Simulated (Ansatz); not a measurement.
Ansatz (a program for electronic structure) input (B3LYP/LANL2DZ): The .json file is the Basis Set Exchange's LANL2DZ.

Ansatz 0.2 input:
```yaml
crystal:
  periodic: [false, false, false]
  atoms:
    - {symbol: Si, position_ang: [0.84824700, -0.59641000, 0.04507900]}
    - {symbol: Cl, position_ang: [-0.79182100, 0.65985100, -0.04806900]}
    - {symbol: H, position_ang: [0.77772300, -1.36293300, 1.31430700]}
    - {symbol: H, position_ang: [0.80778200, -1.50479700, -1.12823600]}
basis:
  gaussian:
    orbitals: LANL2DZ.json
hamiltonian:
  xc: {name: B3LYP}
magnetization: {spin_polarized: true, initial_magnetization: 1}
relax: {f_tol: 0.003, max_steps: 120}
```

Output:

```
Functional definition: B3LYP
integrals: 0.01 GiB planned
305 factors; integrals over basis functions are off by at most 2.7e-4 eV
mean field: 0.07 GiB planned
mean field evaluation 1: about -543.9126 eV, gradient 6.1e0 eV
mean field evaluation 2: about -543.9887 eV, gradient 5.2e0 eV
mean field evaluation 4: about -544.1816 eV, gradient 1.4e-1 eV
mean field evaluation 8: about -544.1665 eV, gradient 2.1e-3 eV
mean field -544.16652736 eV, -19.9977510311 hartree, gradient 6.6e-5 eV, S^2 0.751025; 0 other end points of the search recorded, 0 dependent functions left out
the calculation of the forces begins
reference -544.16671504 eV, -19.9977579282 hartree; 7, 6 occupied and 13, 14 virtual orbitals, 305 factors
relax step   1: F+E_penalty+E_count = -544.16652736 eV  Δ(F+E_penalty+E_count) = +0.000e0 eV  max|allowed force component| = 1.597e0 eV/Å  Δτ_max = 0.0000 Å  (22 SCF iters, accepted)
these checks for a lower state are left out or cut short: starts, cluster_reference, orbital_swaps, neighbouring_geometries, increment
integrals: 0.01 GiB planned
305 factors; integrals over basis functions are off by at most 2.8e-4 eV
mean field: 0.07 GiB planned
mean field evaluation 16: about -544.2766 eV, gradient 1.2e-1 eV
mean field -544.27668165 eV, -20.0017991268 hartree, gradient 6.5e-6 eV, S^2 0.751122; 0 other end points of the search recorded, 0 dependent functions left out
the calculation of the forces begins
reference -544.27687038 eV, -20.0018060623 hartree; 7, 6 occupied and 13, 14 virtual orbitals, 305 factors
relax step   2: F+E_penalty+E_count = -544.27668165 eV  Δ(F+E_penalty+E_count) = -1.102e-1 eV  max|allowed force component| = 3.096e-1 eV/Å  Δτ_max = 0.0937 Å  (25 SCF iters, accepted)
these checks for a lower state are left out or cut short: starts, cluster_reference, orbital_swaps, neighbouring_geometries, increment
integrals: 0.01 GiB planned
305 factors; integrals over basis functions are off by at most 2.8e-4 eV
mean field: 0.07 GiB planned
mean field -544.28167344 eV, -20.0019825717 hartree, gradient 7.7e-6 eV, S^2 0.751116; 0 other end points of the search recorded, 0 dependent functions left out
the calculation of the forces begins
reference -544.28186269 eV, -20.0019895262 hartree; 7, 6 occupied and 13, 14 virtual orbitals, 305 factors
relax step   3: F+E_penalty+E_count = -544.28167344 eV  Δ(F+E_penalty+E_count) = -4.992e-3 eV  max|allowed force component| = 2.902e-2 eV/Å  Δτ_max = 0.0287 Å  (27 SCF iters, accepted)
these checks for a lower state are left out or cut short: starts, cluster_reference, orbital_swaps, neighbouring_geometries, increment
integrals: 0.01 GiB planned
305 factors; integrals over basis functions are off by at most 2.8e-4 eV
mean field: 0.07 GiB planned
mean field evaluation 32: about -544.2818 eV, gradient 9.4e-5 eV
mean field -544.28181420 eV, -20.0019877445 hartree, gradient 1.7e-5 eV, S^2 0.751120; 0 other end points of the search recorded, 0 dependent functions left out
the calculation of the forces begins
reference -544.28200341 eV, -20.0019946979 hartree; 7, 6 occupied and 13, 14 virtual orbitals, 305 factors
relax step   4: F+E_penalty+E_count = -544.28181420 eV  Δ(F+E_penalty+E_count) = -1.408e-4 eV  max|allowed force component| = 7.840e-3 eV/Å  Δτ_max = 0.0041 Å  (20 SCF iters, accepted)
these checks for a lower state are left out or cut short: starts, cluster_reference, orbital_swaps, neighbouring_geometries, increment
integrals: 0.01 GiB planned
305 factors; integrals over basis functions are off by at most 2.8e-4 eV
mean field: 0.07 GiB planned
mean field -544.28181741 eV, -20.0019878624 hartree, gradient 1.4e-5 eV, S^2 0.751121; 0 other end points of the search recorded, 0 dependent functions left out
the calculation of the forces begins
reference -544.28200663 eV, -20.0019948159 hartree; 7, 6 occupied and 13, 14 virtual orbitals, 305 factors
relax step   5: F+E_penalty+E_count = -544.28181741 eV  Δ(F+E_penalty+E_count) = -3.207e-6 eV  max|allowed force component| = 9.250e-4 eV/Å  Δτ_max = 0.0006 Å  (17 SCF iters, accepted)
integrals: 0.01 GiB planned
305 factors; integrals over basis functions are off by at most 2.8e-4 eV
mean field: 0.07 GiB planned
mean field -544.28181741 eV, -20.0019878624 hartree, gradient 1.4e-5 eV, S^2 0.751121; 1 other end points of the search recorded, 0 dependent functions left out
the calculation of the forces begins
reference -544.28200663 eV, -20.0019948159 hartree; 7, 6 occupied and 13, 14 virtual orbitals, 305 factors
Total energy: -544.28200663 eV, -20.0019948159 hartree
Atom 0 at     0.876885    -0.621562     0.046892 Å, force     0.000393    -0.000925     0.000059 eV/Å
Atom 1 at    -0.851127     0.722404    -0.052432 Å, force    -0.000364     0.000242    -0.000019 eV/Å
Atom 2 at     0.792976    -1.381251     1.322167 Å, force    -0.000010     0.000323    -0.000339 eV/Å
Atom 3 at     0.823197    -1.523880    -1.133547 Å, force    -0.000018     0.000360     0.000299 eV/Å
Dipole moment:     0.405909    -0.363685     0.026118 e Å
```

The geometry given is a B3LYP-D3(BJ)/def2-TZVP minimum.
